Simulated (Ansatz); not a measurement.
The same ligand exchange along the group Mg, Zn, Cd.

Computed with Ansatz on PBE0-D4/def2-TZVP structures; ΔE is electronic, products minus reactants. CCSD(T)/CBS adds triple-zeta CCSD(T) − MP2 to the extrapolated MP2 energy (def2 sets, frozen cores). This one scheme is used for every species. Functionals use def2-TZVPP. Elements past krypton have def2 core potentials. For Cd, Mg, Zn outer-core shells are correlated without core-valence functions, which leaves a few kJ/mol of doubt a bond. Scalar relativity is left out up to krypton. Each species was taken in one conformer, which may not be the lowest.

```csv
reaction,CCSD/CBS(def2) (eV),ωB97M-V (eV)
`[SiH3][O][Mg][Cl]` + H–F → `[F][Mg][Cl]` + `O[SiH3]`,-0.17,-0.27
`[SiH3][O][Zn][Cl]` + H–F → `[F][Zn][Cl]` + `O[SiH3]`,-0.06,-0.11
`[SiH3][O][Cd][Cl]` + H–F → `[F][Cd][Cl]` + `O[SiH3]`,-0.06,-0.11
```

(1) Give the CCSD(T)/CBS values in the same order. (An estimate is asked.)

Largest T1 diagnostic: 0.016, for `[F][Zn][Cl]`.

Answers

(1) Ansatz gave: -0.17, -0.05, -0.04 eV.
